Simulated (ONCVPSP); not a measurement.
**manganese ONCV: all-electron and pseudo phase curves**

- Element: manganese (Mn)
- Generator: ONCVPSP 4.0.1
- Type: optimised norm-conserving Vanderbilt (ONCV)
- Functional: PBE
- Relativity: fully relativistic
- Frozen core: [Ar]
- Valence charge: 7
- Reference configuration: 3d6 4s1
- Partial waves: 4s: rc 2.65 bohr, ncon 4, nbas 9, qcut 2.5 1/bohr, 2 projectors, debl 1.8 Ha; p scattering state at 0.09 Ha: rc 2.45 bohr, ncon 4, nbas 9, qcut 3.3 1/bohr, 2 projectors, debl 3.4 Ha; 3d: rc 1.50 bohr, ncon 3, nbas 8, qcut 10.1 1/bohr, 2 projectors, debl 4 Ha
- Local potential: polynomial inside 1.20 bohr (lpopt 5, dvloc0 0 Ha)
- Core correction: none

Open shells are filled in proportion to 2j + 1.

The phase is arctan(r·R′/R) of the radial function R(r), unwrapped; energies in Ha, scanned from -2 to 5 Ha. A pole is an energy at which the radial function vanishes at the test radius. The pseudo phase is shifted by a multiple of π to meet the all-electron one at the reference energy, and phase errors are pseudo minus all-electron; the curves can meet again beyond the range given. Levels narrower than the energy grid can be missing from the lists of poles. Where the grid stepped over a known ghost or core level, its pole and its step of π were put in at the level’s energy.

For each channel, where are the poles, and over which energies does the pseudopotential scatter like the atom?

```json
{"channel": "s", "radius (bohr)": "2.69", "reference energy (Ha)": "-0.15", "poles, all-electron": "0.79, 4.65", "poles, pseudo": "-0.18, 0.79, 4.25", "unbroken range about the reference energy with phases within 0.05 rad": "-0.2 to 4.5", "phase error 1 Ha above the reference energy (rad)": "+0.000"}
{"channel": "p3/2", "radius (bohr)": "2.49", "reference energy (Ha)": "0.09", "poles, all-electron": "-1.82, 1.64", "poles, pseudo": "1.57, 3.77", "unbroken range about the reference energy with phases within 0.05 rad": "-1.6 to 3.6", "phase error 1 Ha above the reference energy (rad)": "-0.010"}
{"channel": "p1/2", "radius (bohr)": "2.49", "reference energy (Ha)": "0.09", "poles, all-electron": "-1.87, 1.61", "poles, pseudo": "1.55, 3.83", "unbroken range about the reference energy with phases within 0.05 rad": "-1.7 to 3.6", "phase error 1 Ha above the reference energy (rad)": "-0.009"}
{"channel": "d5/2", "radius (bohr)": "1.52", "reference energy (Ha)": "-0.12", "poles, all-electron": "0.62", "poles, pseudo": "0.62", "unbroken range about the reference energy with phases within 0.05 rad": "the whole range", "phase error 1 Ha above the reference energy (rad)": "+0.001"}
{"channel": "d3/2", "radius (bohr)": "1.52", "reference energy (Ha)": "-0.13", "poles, all-electron": "0.61", "poles, pseudo": "0.61", "unbroken range about the reference energy with phases within 0.05 rad": "the whole range", "phase error 1 Ha above the reference energy (rad)": "+0.001"}
```

Note: ghosts flagged at negative energy: s at -4.9 eV; GHOST(+) flagged for p3/2 at 102.5 eV, p1/2 at 103.7 eV. A true bound ghost makes a file unfit for plane-wave use.

Phases in the p1/2 channel:

| E (Ha) | all-electron | pseudo |
| --- | --- | --- |
| -1.98 | 1.185 | -1.836 |
| -1.62 | -1.837 | -1.874 |
| -1.26 | -1.912 | -1.931 |
| -0.90 | -2.013 | -2.026 |
| -0.54 | -2.208 | -2.219 |
| -0.18 | -2.729 | -2.734 |
| 0.18 | -3.780 | -3.780 |
| 0.54 | -4.325 | -4.331 |
| 0.90 | -4.532 | -4.540 |
| 1.26 | -4.640 | -4.650 |
| 1.62 | -4.715 | -4.726 |
| 1.98 | -4.780 | -4.794 |
| 2.34 | -4.853 | -4.871 |
| 2.70 | -4.963 | -4.987 |
| 3.06 | -5.210 | -5.243 |
| 3.42 | -6.178 | -6.183 |
| 3.78 | -7.293 | -7.502 |
| 4.14 | -7.573 | -10.616 |
| 4.50 | -7.681 | -10.773 |
| 4.86 | -7.741 | -10.847 |
